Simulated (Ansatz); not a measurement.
**Worked example: the barrier**

An elementary step of HfH3Cl3O, closed shell (HfHCl₃O ([OH][Hf]([Cl])([Cl])[Cl]) + H₂ → HfHCl₃ ([Cl][HfH]([Cl])[Cl]) + H₂O (still joined by a long Hf–O bond); bonds formed: Hf1–H7, O2–H6; bonds broken: H6–H7; bonds weakened to dative contacts: Hf1–O2). “Start” is the structure reached by relaxing down from the saddle towards the reactants; PBE0-D4/def2-TZVP structures. The saddle:

| atom | x (Å) | y (Å) | z (Å) |
| --- | --- | --- | --- |
| Hf1 | -0.3838 | 0.1732 | -0.5263 |
| O2 | 0.4098 | -0.8989 | 1.1384 |
| Cl3 | 0.7311 | -1.2510 | -2.0156 |
| Cl4 | -2.6542 | -0.2784 | -0.3553 |
| Cl5 | -0.2149 | 2.2032 | -1.6802 |
| H6 | 0.5790 | 0.2742 | 1.3174 |
| H7 | 0.3569 | 1.2566 | 0.9936 |
| H8 | 1.1762 | -1.4788 | 1.1281 |

Computed with Ansatz 0.2.0 (basis: def2-TZVPP and def2-QZVPP); correlated methods freeze the cores. Core potentials replace the inner electrons of the atoms past krypton.

Energies in eV:

| quantity | saddle | start |
| --- | --- | --- |
| Hartree–Fock, triple zeta (X = 3) | -40896.02070 | -40897.99525 |
| Hartree–Fock, quadruple zeta (X = 4) | -40897.18031 | -40899.15828 |
| MP2 correlation, X = 3 | -31.80613 | -31.35713 |
| MP2 correlation, X = 4 | -35.30375 | -34.86946 |
| CCSD(T) correlation, X = 3 | -34.41364 | -33.95349 |

Question: Work out the barrier at the basis limit: extrapolate Hartree–Fock as E(X) = E∞ + A exp(−7.88 √X) and the MP2 correlation as E(X) = E∞ + B X^−2.97 (the exponents that Neese and Valeev fitted for def2-TZVPP and QZVPP), then add CCSD(T) − MP2 in triple zeta.

Answer: Each step is linear, so take the differences first (saddle − start): Hartree–Fock 1.97455 (X = 3) and 1.97797 (X = 4); MP2 correlation -0.44900 and -0.43429; CCSD(T) correlation -0.46015.
Two points give E∞ = E(4) + w [E(4) − E(3)], with w = 1/(exp(7.88 (2 − √3)) − 1) = 0.1377 for Hartree–Fock and w = 1/((4/3)^2.97 − 1) = 0.7407 for the correlation.
Hartree–Fock: 1.97797 + 0.1377 × 0.00342 = 1.9784 eV.
MP2 correlation: -0.43429 + 0.7407 × 0.01471 = -0.4234 eV.
CCSD(T) − MP2: -0.46015 − (-0.44900) = -0.0111 eV.
Sum: 1.9784 + (-0.4234) + (-0.0111) = 1.5439 eV, or 35.60 kcal/mol. Plain CCSD(T) in triple zeta gives 1.5144 eV, so the larger basis shifts the result by 0.0295 eV.

No T1 diagnostic of these runs exceeds 0.015.

Labels in which every atom is bracketed show which atoms are joined, not bond orders.

For scale, one of the runs: CCSD(T)/def2-TZVPP, 255 basis functions, launched by `ansatz run in.yaml --threads 8 --pin off --events-out ev --progress --plain --max-ram 19148MiB`. Hardware: 8 CPU threads of an Arm Neoverse V2, shared host. Wall time 2.4 min; peak host memory 6 GiB.
